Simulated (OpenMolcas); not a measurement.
W5+ among 4 point charges of -2 e arranged as a square (D4h).

* Program: OpenMolcas
* Method: CASSCF
* Basis: ANO-RCC-VDZP [7s6p4d2f1g]
* Scalar Hamiltonian: DKH2, point nucleus
* Active space: 1 electron in 5 orbitals (5d)
* State averaging: 2S+1 = 2 even, 5 roots
* Spin-orbit coupling: RASSI with atomic mean-field integrals over the reference wave functions

All point charges move together. At R = 1.82 Å the first state of the same spin is 11010 cm-1, and at R = 2 Å it is 7387 cm-1.

Task: A third run gives 5163 cm-1. What distance was it run at?

Result: With a power law R^-n the two known points give n = -ln(7387 / 11010) / ln(2 / 1.82) = 4.23. Then R = 1.82 × (11010 / 5163)^(1/4.23) = 2.177 Å. The run was at 2.19 Å, so the estimate is off by -0.013 Å.

Spin-orbit coupling mixes the spin-free states strongly: the lowest level takes only 67 % from its leading state, 2A1 (holds for R = 2.19). Point charges carry no covalency, so the field is a model and not that of real ligands. No measured value stands beside these numbers.
